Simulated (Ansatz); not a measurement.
Molecule: MnH (charge 0, septet). The spin state was set by rule; other spins were not relaxed. 
Coordinates optimised at B3LYP-D3(BJ)/def2-TZVP (Ansatz, an electronic-structure program):
SMILES: [MnH]
```xyz
2

Mn     0.0000     0.0000    -0.0674
H      0.0000     0.0000     1.6847
```
Charge 0, spin multiplicity 7.

Parts of the frozen-core correlation energy in def2-SVP (Ansatz, hartree). Frozen orbitals: 9; correlated occupied orbitals by spin: 7 and 1; virtual: 20 and 26. Open shells are spin-unrestricted. No spin-orbit coupling. No relativistic terms.

| term | value |
|---|---|
| reference (HF) | -1150.24360 |
| MP2 opposite-spin | -0.02577 |
| MP2 same-spin | -0.05081 |
| CCSD correlation | -0.09052 |
| (T) | -0.00126 |
| CCSDT minus CCSD(T) | -0.00031 |
| CCSDT(Q) minus CCSD(T) | -0.00029 |
| T1 diagnostic | 0.017 |
| largest doubles amplitude | 0.051 |
| <S^2> of the reference | 12.003 |
